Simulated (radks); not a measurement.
Results of a calculation; reference values are marked as such.
Polarisability of the nitrogen ion N5+, [He], at imaginary frequency. Level of theory: non-relativistic Kohn-Sham, LDA (Slater exchange, Perdew-Wang correlation), spin-unpolarised, spherical densities, point nucleus (a radial shooting solver on a logarithmic mesh with Libxc functionals). Response by self-consistent Sternheimer equations with the Hartree and adiabatic LDA kernel.

w (hartree)  alpha1(iw) (bohr^3)  alpha2(iw) (bohr^5)
0.00266                 0.004870            0.0004186
0.0143                  0.004870            0.0004186
0.0360                  0.004870            0.0004186
0.0697                  0.004870            0.0004186
0.118                   0.004870            0.0004186
0.186                   0.004869            0.0004185
0.280                   0.004868            0.0004185
0.413                   0.004867            0.0004184
0.605                   0.004864            0.0004183
0.892                   0.004857            0.0004179
1.35                    0.004840            0.0004170
2.12                    0.004797            0.0004148
3.59                    0.004668            0.0004078
6.94                    0.004199            0.0003814
17.5                    0.002486            0.0002636

Static values: alpha1 = 0.004870 bohr^3 (0.0007216 angstrom^3; uncoupled 0.005024), alpha2 = 0.0004186 bohr^5, alpha3 = 0.00009168 bohr^7. C6 = 0.0003212, C8 = 0.0001551, triple-dipole C9 = 1.163e-06 atomic units. One-pole (London) frequency 4 C6 / (3 alpha1^2) = 18.060 hartree, against 18.645 for minus the highest occupied eigenvalue. The dipole shielding factor is 0.286, as the force sum rule N/Z = 0.286 demands.
